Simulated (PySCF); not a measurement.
Ge(SnH3)4.
Cartesian coordinates in Å at the PBE0-D3(BJ)/def2-SVP level; atoms count from 1:
```
atom  x, y, z in Å
Ge1   -0.0040   -0.0209   -0.0046
Sn2   -0.1785   -2.4205    1.0105
Sn3    2.4247    0.8870    0.3171
Sn4   -1.6712    1.5700    1.2318
Sn5   -0.5817   -0.0521   -2.5510
H6     1.0799   -3.4173    0.4054
H7    -0.0462   -2.3396    2.7191
H8    -1.6884   -3.1260    0.6046
H9     3.5393   -0.0537   -0.5863
H10    2.5173    2.5145   -0.2184
H11    2.8621    0.8238    1.9745
H12   -3.0244    0.6849    1.8053
H13   -0.8945    2.3151    2.5678
H14   -2.2242    2.7922    0.1625
H15   -2.2348   -0.4505   -2.7780
H16    0.3844   -1.2055   -3.3753
H17   -0.2883    1.4981   -3.2249
```

Level of theory: PBE0-D3(BJ)/def2-SVP geometry optimisation, gas phase, def2 core potentials past Kr in PySCF.

**Question.** Which atoms are bound to Sn2, and at what distances?

**Answer.** 4 atoms: H8 1.715 Å, H6 1.716 Å, H7 1.716 Å, Ge1 2.611 Å. The nearest atom not counted as bound is Sn3, at 4.27 Å (others tie with it).

**Question.** List the angles at Sn2.

**Answer.** 
| angle | degrees | distance of the outer atoms (Å) |
| --- | --- | --- |
| Ge1–Sn2–H6 | 110.4 | 3.59 |
| Ge1–Sn2–H8 | 110.2 | 3.58 |
| Ge1–Sn2–H7 | 109.8 | 3.58 |
| H6–Sn2–H8 | 108.9 | 2.79 |
| H7–Sn2–H8 | 108.8 | 2.79 |
| H6–Sn2–H7 | 108.8 | 2.79 |

**Question.** What is the shape at Sn2?

**Answer.** Tetrahedral: angles from 108.8° to 110.4°; τ4 = (360° − α − β)/141° = 0.99 with α and β the two widest (0 for a square, 1 for a tetrahedron).

**Question.** Give some angles away from the centre.

**Answer.** Sn2–Ge1–Sn3 109.5°, Sn2–Ge1–Sn5 110.7°.

Point group: near C3, missed by 0.13 Å at most; the miss may be what the optimiser left on a soft mode. Charge 0, singlet. No frequency check.
